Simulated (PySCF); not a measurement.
C₆H₁₀. Atoms are numbered in the order given.

```xyz
16

C      1.9044    -0.9915     0.3364
C      1.1348    -0.0702     0.9253
C      0.2293     0.8975     0.2540
C     -0.1248     0.8189    -1.2094
C     -1.1830     0.5107    -0.1842
C     -1.7119    -0.8939    -0.0163
H      1.9496    -1.0971    -0.7514
H      2.5242    -1.6729     0.9250
H      1.1462    -0.0037     2.0209
H      0.2968     1.9088     0.6719
H      0.2693    -0.0233    -1.7854
H     -0.1863     1.7529    -1.7743
H     -1.9323     1.2943    -0.0245
H     -2.1569    -1.0373     0.9823
H     -0.9121    -1.6400    -0.1336
H     -2.4911    -1.1106    -0.7656
```

Coordinates come from a B3LYP-D3(BJ)/def2-SVP optimisation. One conformer was computed; it need not be the lowest.

Computed with PBE/pcSseg-1 (PySCF).

GIAO shieldings, no solvent; atoms listed in one row are averaged. δ = σ(ref) − σ: ¹³C against TMS (σ = 182.0 ppm); ¹H against TMS (σ = 31.49 ppm), references at their B3LYP-D3(BJ)/def2-TZVP geometries, non-relativistic.

```
nucleus          atoms  count  δ (ppm)
-------  -------------  -----  -------
¹³C                 C2      1    146.0
¹³C                 C1      1    121.6
¹³C                 C3      1     27.6
¹³C                 C5      1     21.9
¹³C                 C6      1     16.5
¹³C                 C4      1     11.7
¹H                  H9      1     6.64
¹H                  H8      1     5.62
¹H                  H7      1     5.33
¹H                 H10      1     1.88
¹H                 H13      1     1.30
¹H       H14, H15, H16      3     1.23
¹H                 H12      1     0.87
¹H                 H11      1     0.70
```
